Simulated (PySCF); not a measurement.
**Electric field gradients and quadrupole coupling constants**

Species: C₇H₈O₂Si.
Numbering: `[CH2:1]=[C:2]=[C:3]([C:4]#[C:5][SiH2:6][CH3:7])[C:8](=[O:9])[OH:10]` (hydrogens: H11, H12 on C1; H13, H14 on Si6; H15, H16, H17 on C7; H18 on O10)

Cartesian coordinates in Å at the GFN2-xTB level; atoms count from 1:
```
atom  x, y, z in Å
C1     3.004   -2.102   -1.691
C2     2.262   -1.136   -1.278
C3     1.512   -0.138   -0.857
C4     0.295   -0.353   -0.164
C5    -0.746   -0.517    0.427
Si6   -2.343   -0.740    1.331
C7    -3.059    0.975    1.711
C8     1.938    1.263   -1.105
O9     2.937    1.589   -1.695
O10    1.078    2.152   -0.589
H11    2.882   -2.533   -2.673
H12    3.785   -2.522   -1.077
H13   -2.068   -1.469    2.577
H14   -3.249   -1.506    0.464
H15   -3.237    1.541    0.801
H16   -2.381    1.555    2.331
H17   -4.005    0.896    2.240
H18    1.388    3.053   -0.765
```

Field gradients from the PBE0/pcSseg-1 density (PySCF, non-relativistic), principal values in atomic units, ordered |Vxx| ≤ |Vyy| ≤ |Vzz|:

```tsv
atom	Vxx	Vyy	Vzz
O9	0.7135	0.8489	-1.5624
O10	-0.4642	-1.1925	1.6566
```

**Question.** Find the asymmetry η = (Vxx − Vyy)/Vzz and the couplings χ = eQV/h (234.96 MHz × Q in barn × V in au), with Q(17O) = −0.0256 b.

**Answer.** 
| atom | environment | nucleus | η | χzz (MHz) | χxx (MHz) | χyy (MHz) |
| --- | --- | --- | --- | --- | --- | --- |
| O9 | acid carbonyl oxygen | 17O | 0.09 | 9.40 | -4.29 | -5.11 |
| O10 | acid hydroxyl oxygen | 17O | 0.44 | -9.96 | 2.79 | 7.17 |

The tensor is traceless: Vxx + Vyy + Vzz = 0.

**Question.** What is Vzz at O9 in SI units (1 au = 9.71736 × 10²¹ V/m²)?

**Answer.** -1.5624 au = -15.182 × 10²¹ V/m².

**Question.** What couplings would deuterons (Q(2H) = 0.00286 b) have in place of the hydrogens, at this geometry?

**Answer.** 
```tsv
atom	bonded to	bond length (Å)	Vzz (au)	η	χzz (kHz)
H11	C1	1.079	0.3333	0.05	224
H12	C1	1.079	0.3333	0.05	224
H13	Si6	1.469	0.1571	0.01	106
H14	Si6	1.469	0.1571	0.01	106
H15	C7	1.086	0.3234	0.01	217
H16	C7	1.087	0.3231	0.01	217
H17	C7	1.087	0.3237	0.00	217
H18	O10	0.969	0.4359	0.09	293
```

Isolated species at its GFN2-xTB geometry (one conformer only). GFN2-xTB bond lengths can be off by several hundredths of an ångström, more for odd bonds, and the gradients follow them. The small basis limits the accuracy of the gradients.
